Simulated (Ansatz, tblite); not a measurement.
Spin states of the cluster HfSe₂, each relaxed with PBE-D4/def2-TZVP in Ansatz. Electronic energies in the gas phase.

In the def2 sets Hf takes a core potential; there is no spin–orbit coupling. The xTB rows come from tblite. LC-ωPBE has ω = 0.4 bohr⁻¹. HSE06 is defined as in plane-wave codes, on full-range PBE exchange. Correlated methods freeze 18 core orbitals; core or outer-core shells of Hf, Se are correlated, in sets that lack core-valence functions. The structure comes from a short search, and lower isomers may exist.

Singlet geometry (C2v within 0.1 Å):

```xyz
3

Hf   -0.737   -0.170   -0.506
Se    0.388   -1.750    0.842
Se    0.349    1.920   -0.336
```

Triplet geometry (C2v within 0.1 Å):

```xyz
3

Hf   -0.090    0.893   -0.681
Se   -1.355   -1.127   -0.367
Se    1.445    0.234    1.048
```

Quintet geometry (C2v within 0.1 Å):

```xyz
3

Hf   -0.214    0.412   -0.600
Se    1.240   -1.632   -1.085
Se   -1.026    1.220    1.685
```

Only these spin states were relaxed.

| level | triplet − singlet (kJ/mol) | quintet − singlet (kJ/mol) | lowest of these |
| --- | --- | --- | --- |
| GFN1-xTB | 189.7 | 446.1 | singlet |
| GFN2-xTB | 198.6 | 392.7 | singlet |
| PBE-D4/def2-TZVP | 66.3 | 327.0 | singlet |
| revPBE-D4/def2-TZVP | 65.0 | 317.7 | singlet |
| r2SCAN-D4/def2-TZVP | 64.7 | 296.9 | singlet |
| r2SCANh-D4/def2-TZVP | 64.4 | 284.3 | singlet |
| PBE0-D4/def2-TZVP | 69.0 | 294.8 | singlet |
| HSE06-D4/def2-TZVP | 69.1 | 296.9 | singlet |
| CAM-B3LYP-D4/def2-TZVP | 67.8 | 268.6 | singlet |
| LC-ωPBE/def2-TZVP | 74.0 | 235.8 | singlet |
| RPA@PBE/def2-TZVP | 59.7 | 278.0 | singlet |

| state | donor atoms | mean metal–ligand distance (Å) | range (Å) | Mulliken spin on the metal (PBE0) |
| --- | --- | --- | --- | --- |
| singlet | 2 | 2.362 | 2.36–2.36 | 0 |
| triplet | 2 | 2.404 | 2.40–2.40 | 0.97 |
| quintet | 2 | 2.555 | 2.56–2.56 | 2.10 |

⟨S²⟩ at PBE0-D4/def2-TZVP: singlet 0.00 (pure 0.00), triplet 2.02 (pure 2.00), quintet 6.01 (pure 6.00).

Change of the quintet − singlet gap on mixing in exact exchange, in kJ/mol: PBE to PBE0 (25 % exact exchange) -32.2; r2SCAN to r2SCANh (10 % exact exchange) -12.6.

The xTB methods have no term that favours high spin, so they put low spin too low.
